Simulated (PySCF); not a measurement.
C₂H₃N, SMILES [N+](C)#[C-]. Atoms are numbered in the order given.

```xyz
6

C      0.0000     0.0000    -1.0998
N      0.0000     0.0000     0.3097
C      0.0000     0.0000     1.4738
H     -0.8884     0.5129    -1.4705
H      0.8884     0.5129    -1.4705
H      0.0000    -1.0258    -1.4705
```

The structure is a stationary point at PBE0-D3(BJ)/def2-TZVP.

These are PBE/pcJ-1 in PySCF values and carry that method's errors.

Isotropic couplings with Fermi-contact, spin-dipole and both spin-orbit terms, one fixed conformer, no vibrational averaging. Isotopes: 13C, 14N, 1H.

### Question
Estimate the spin–spin coupling constants. (The exact figures need the calculation; the answer reports its results.)

### Answer

```tsv
pair	bonds apart	J (Hz)
C1–N2	1	7.6
C1–H4	1	134.6
C1–H5	1	134.6
C1–H6	1	134.6
N2–C3	1	2.3
C1–C3	2	-11.7
N2–H4	2	-1.3
N2–H5	2	-1.3
N2–H6	2	-1.3
H4–H5	2	-13.8
H4–H6	2	-13.8
H5–H6	2	-13.8
C3–H4	3	2.1
C3–H5	3	2.1
C3–H6	3	2.1
```
